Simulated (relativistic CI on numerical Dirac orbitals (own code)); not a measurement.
Tm²⁵⁺: sensitivity of the levels to the model

Base calculation: Dirac-Coulomb-Breit CI, orbitals from a KLI potential per configuration, model QED (radiative potential, 1s self-energy scaled to tabulated hydrogen-like ionisation energies), unscaled Slater integrals.

CI space (outside the closed core [Ar] 3d10): 4s²4p⁶4d⁸, 4s²4p⁵4d⁹, 4s²4p⁶4d⁷4f, 4s4p⁶4d⁹, 4s²4p⁵4d⁸4f, 4s4p⁶4d⁸4f, 4s²4p⁶4d⁷5s, 4s²4p⁶4d⁷5p, 4s²4p⁶4d⁶4f5s, 4s²4p⁶4d⁷5d, 4s²4p⁵4d⁸5s, 4s²4p⁶4d⁶5s5p, 4s²4p⁶4d⁷5f, 4s²4p⁶4d⁷6s, 4s²4p⁶4d⁷6p, 4s4p⁶4d⁷4f5s, 4p⁶4d⁹4f, 4s²4p⁵4d⁸5d, 4s4p⁶4d⁸5s, 4s²4p⁶4d⁷6f, 4s4p⁶4d⁸5p, 4s²4p⁶4d⁷7p, 4s4p⁶4d⁷5s5p, 4p⁶4d¹⁰, 4p⁵4d¹⁰4f, 4s²4p⁶4d⁶5s², 4s²4p⁶4d⁵4f5s², 4s²4p⁵4d⁶4f5s², 4s4p⁶4d⁶4f5s², 4p⁶4d⁹5s, 4p⁵4d¹⁰5s, 4p⁵4d⁹4f5s. Double excitations out of closed p, d and f shells are left out; levels of such configurations are missing from the list, as are those of other unlisted configurations, and high levels can miss mixing partners. These lack a partner that the ground configuration has and come out too high: 4s²4p⁵4d⁸5d.

Variants: (1) non-relativistic limit. Shifts of the energy above 4s²4p⁶4d⁸ ³F4, in cm⁻¹, for the lowest level and the first level of each name with at least 55 % of one term (blank where a level changes its place among those of its configuration and J or its character, or is not in the variant):

| Level | Base | Δ(1) |
| --- | --- | --- |
| 4s²4p⁶4d⁸ ³F4 | 0 | 0 |
| 4s²4p⁶4d⁸ ³P0 | 80519 | -40648 |
| 4s²4p⁶4d⁸ ³F3 | 83049 | -83049 |
| 4s²4p⁶4d⁸ ³P1 | 123240 | -83369 |
| 4s²4p⁶4d⁸ ¹G4 | 127529 | -75753 |
| 4s²4p⁶4d⁸ ¹S0 | 269115 | -125669 |
| 4s²4p⁵4d⁹ ³F°4 | 1252128 | -111182 |
| 4s²4p⁵4d⁹ ³D°3 | 1263868 |  |
| 4s²4p⁶4d⁷4f ⁵G°6 | 1355559 | -45145 |
| 4s²4p⁵4d⁹ ³P°0 | 1368860 | -192752 |
| 4s²4p⁶4d⁷4f ⁵I°8 | 1388642 | -24554 |
| 4s²4p⁶4d⁷4f ⁵D°0 | 1409475 | -48753 |

At this charge energies of transitions that change n are usually good to better than 1 %, and those within a shell (Δn = 0) to a few per cent. Terms inside the open d or f shell come out 10 to 20 % too wide with unscaled integrals.

Ionisation energy from the two ground configurations alone: base 910.919 eV. The NIST ASD value (theoretical) is 911 eV.

LS names give the leading component of a level, which can be under half, so a name can repeat, a term be missing and a line seem to break the LS rules.
